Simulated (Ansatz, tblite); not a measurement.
Forces on the cluster B2P2⁺ at its PBE-D4/def2-TZVP geometry. Charge 1, multiplicity 2.

The xTB rows come from tblite. Another isomer (doublet) lies 0.53 eV lower at PBE0-D4/def2-TZVP; other spin states weren't run for this one.

GFN1-xTB (tblite), largest force 1.88 eV/Å:

```xyz
4
positions Å, forces eV/Å
B    -0.418   -0.677   -0.422    0.159   -0.779   -1.699
B     0.718    0.035   -1.242   -0.643   -0.325    0.509
P     0.861    0.643    0.583   -0.227    0.451    0.827
P    -1.161   -0.001    1.081    0.711    0.653    0.363
```

GFN2-xTB (tblite), largest force 2.27 eV/Å:

```
B 1.052 1.060 -0.254
B -1.171 -0.394 1.910
P 0.141 -0.351 -1.153
P -0.022 -0.315 -0.503
```

PBE-D4/def2-TZVP (Ansatz), largest force 0.01 eV/Å:

```
B -0.005 0.006 0.000
B -0.005 -0.009 -0.004
P 0.001 0.008 0.012
P 0.009 -0.005 -0.008
```
